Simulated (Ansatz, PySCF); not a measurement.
Energy difference R1 + R2 → P1 + P2, each structure at its B3LYP-D3(BJ)/def2-TZVP stationary point, reached from a drawn start (curvature not checked).
R1: O3 (SMILES O=[O+][O-]), charge 0, multiplicity 1.
P1, O2 (SMILES O=O) (charge 0, multiplicity 3):
```xyz
2

O      0.00000     0.00000    -0.60213
O      0.00000     0.00000     0.60213
```
P2: O4Ru (SMILES [O]=[Ru](=[O])(=[O])=[O]), charge 0, multiplicity 1.
R2, O3Ru (SMILES [O]=[Ru](=[O])=[O]) (charge 0, multiplicity 1, Z-matrix in Å and degrees):
```
Ru
O 1 1.6742
O 1 1.6742 2 120.00
O 1 1.6742 2 120.00 3 180.00
```

P less R. No zero-point or thermal terms; singlets are restricted closed shells; open shells are unrestricted; no spin–orbit coupling. The spin states of the d-block species are the ones drawn and need not be the lowest.

Correlated levels freeze the cores.

Run with Ansatz (Gaussian orbitals); PySCF for M06-2X and the D3/D4 terms. No computed number here is a measurement. Elements past Kr take the def2 small-core potentials, without spin–orbit coupling.

Task: One of these levels gives -89.62 kcal/mol for the reaction energy. Which one is it?
(A) M06-2X/def2-TZVPP
(B) SVWN5/def2-TZVPP
(C) r2SCAN-D3(BJ)/def2-TZVPP
(D) MP2/def2-SVP

Result: C, r2SCAN-D3(BJ)/def2-TZVPP. The others give -77.15 (SVWN5/def2-TZVPP), -65.04 (M06-2X/def2-TZVPP), -117.42 (MP2/def2-SVP)

Ansatz is a quantum-chemistry and plane-wave program.
